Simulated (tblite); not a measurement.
C₇H₁₈N₂.
Numbering: `[CH3:1][CH2:2][CH2:3][N:4]([NH:5][CH3:6])[CH:7]([CH3:8])[CH3:9]` (hydrogens: H10, H11, H12 on C1; H13, H14 on C2; H15, H16 on C3; H17 on N5; H18, H19, H20 on C6; H21 on C7; H22, H23, H24 on C8; H25, H26, H27 on C9)

Geometry (GFN2-xTB, Å), atoms numbered from 1 in this order:
```
atom  x, y, z in Å
C1     3.114   -1.361    0.405
C2     2.118   -0.347   -0.142
C3     0.707   -0.600    0.386
N4    -0.216    0.364   -0.189
N5     0.069    1.651    0.320
C6    -0.088    2.688   -0.677
C7    -1.630   -0.009   -0.159
C8    -2.135   -0.499    1.205
C9    -1.917   -1.042   -1.248
H10    3.147   -1.317    1.492
H11    4.112   -1.159    0.025
H12    2.833   -2.370    0.113
H13    2.096   -0.397   -1.231
H14    2.415    0.663    0.142
H15    0.719   -0.546    1.487
H16    0.385   -1.599    0.091
H17   -0.485    1.866    1.153
H18   -1.121    2.834   -1.024
H19    0.272    3.624   -0.254
H20    0.528    2.421   -1.534
H21   -2.179    0.905   -0.420
H22   -1.707   -1.468    1.448
H23   -3.218   -0.595    1.184
H24   -1.869    0.203    1.994
H25   -1.478   -0.717   -2.187
H26   -1.501   -2.011   -0.988
H27   -2.991   -1.156   -1.379
```

Computed values, GFN2-xTB/tblite, gas phase, harmonic and unscaled. This tight-binding method is rough: wavenumbers can miss measured ones by several per cent, in bad cases by 10 to 20. One conformer, not necessarily the lowest.

Harmonic wavenumbers (cm⁻¹): 64.1, 76.9, 80.3, 88.7, 143.3, 177.1, 180.1, 217.5, 227.7, 260.6, 280.0, 295.8, 344.2, 381.2, 480.2, 501.7, 561.5, 758.1, 792.8, 866.2, 897.9, 916.7, 934.9, 942.7, 970.2, 1007.5, 1062.6, 1097.3, 1109.2, 1115.5, 1125.5, 1134.8, 1145.4, 1172.7, 1203.0, 1215.4, 1241.9, 1285.1, 1293.9, 1308.0, 1350.8, 1364.9, 1389.6, 1398.2, 1409.6, 1412.8, 1413.8, 1465.4, 1480.1, 1489.3, 1492.9, 1497.8, 1498.5, 1503.5, 1506.0, 1506.8, 1508.2, 2834.4, 2868.8, 2909.3, 2984.3, 2991.1, 3006.8, 3013.2, 3014.3, 3026.0, 3030.1, 3030.5, 3031.7, 3036.5, 3038.1, 3039.8, 3045.3, 3052.4, 3213.3.

A = 1770, B = 1072, C = 820.2 MHz; mass 130.147 u (most abundant isotopes); point group C1, symmetry number 1.

**Question.** Zero-point energy?

**Answer.** ½Σν̃ = 53906 cm⁻¹ = 644.86 kJ/mol.

**Question.** Give the ideal-gas entropy at 500 K and 1 bar in the rigid-rotor, harmonic-oscillator model (classical rotation).

**Answer.** Translation 180.32, rotation 130.77, vibration 268.23: S = 579.3 J/(mol K).

**Question.** And Cp and H(500 K) − H(0)?

**Answer.** Cp = 300.14 J/(mol K), of which vibrations give 266.88 (their classical limit is 75 R = 623.6); H(500 K) − H(0) = 85.08 kJ/mol without the zero-point energy, 68.45 from vibrations.

**Question.** Which modes carry the vibrational entropy at 500 K?

**Answer.** 64.1 cm⁻¹: 22.38; 76.9 cm⁻¹: 20.87; 80.3 cm⁻¹: 20.51; 88.7 cm⁻¹: 19.69; 143.3 cm⁻¹: 15.74; 177.1 cm⁻¹: 14.01 J/(mol K); the other 69 give 155.03 together.

**Question.** What must be added to the electronic energy to get the Gibbs energy at 500 K and 1 bar?

**Answer.** ZPE + [H(500 K) − H(0)] − T·S = 644.86 + 85.08 − 289.66 = 440.28 kJ/mol.

Hindered rotation and anharmonicity are outside this model. Other conformers, if any are populated, would add a mixing term that is left out. The structure is chiral; the term R ln 2 for an equal mix with its mirror image is left out.
